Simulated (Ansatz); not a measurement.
CH₆AlNS (`[CH3][Al]([NH2])[SH]`), one more setting.

```yaml
crystal:
  periodic: [false, false, false]
  atoms:
    - {symbol: C, position_ang: [-1.410995, 1.301320, -0.039780]}
    - {symbol: Al, position_ang: [0.141614, -0.024309, 0.110676]}
    - {symbol: N, position_ang: [0.627324, -1.483381, 0.508100]}
    - {symbol: S, position_ang: [1.934629, 1.012714, -1.390997]}
    - {symbol: H, position_ang: [-1.989844, 1.274494, -0.355761]}
    - {symbol: H, position_ang: [-1.256230, 2.057261, 0.408945]}
    - {symbol: H, position_ang: [-2.149966, 0.620683, 1.370575]}
    - {symbol: H, position_ang: [-0.135915, -2.436562, 0.863622]}
    - {symbol: H, position_ang: [1.153237, -2.178539, 0.354275]}
    - {symbol: H, position_ang: [2.632396, -0.337031, -1.275060]}
basis:
  gaussian: {orbitals: x2c-TZVPPall}
hamiltonian: {xc: {name: HF}, pseudopotentials: {relativity: none}}
correlation: {method: rpa}
accuracy: high
```

```sh
$ ansatz run in.yaml --threads 2 --pin off --events-out ev --progress --plain --max-ram 32768MiB --backend cpu
```

Output, abridged:

```
Functional definition: HF
  name "HF"
  cite "Fock, Z. Phys. 61, 126 (1930) doi:10.1007/BF01340294"
  parent pbe
  exchange = exact_x
  correlation = 0
3953 factors; integrals over basis functions are off by at most 6.9e-8 eV
mean field evaluation 1: about -19981.4362 eV, gradient 5.6e1 eV
mean field evaluation 2: about -19981.5722 eV, gradient 5.6e1 eV
mean field evaluation 4: about -19989.5751 eV, gradient 4.2e0 eV
mean field evaluation 8: about -19989.7079 eV, gradient 5.5e-1 eV
mean field evaluation 16: about -19989.7104 eV, gradient 6.6e-7 eV
mean field -19989.71044122 eV, -734.6083092026 hartree, gradient 2.8e-8 eV, S^2 0.000000; 0 other end points of the search recorded, 0 dependent functions left out; unrestricted orbitals would lower it
12 core orbitals not correlated: weight in the atoms' cores, before any rotation towards them, 1.000 or more for the frozen orbitals, at most 0.000 for the correlated occupied ones
reference -19989.71044122 eV, -734.6083092026 hartree; 12, 12 occupied and 206, 206 virtual orbitals, 3953 factors
WARN: the results are in doubt because the basis set is contracted for relativity, which is off
Total energy: -20011.44585290 eV, -735.4070708488 hartree
In doubt: the basis set is contracted for relativity, which is off
```

It took 31 s on 2 threads of a server CPU on a shared host, with 1.6 GiB of host memory at the peak.
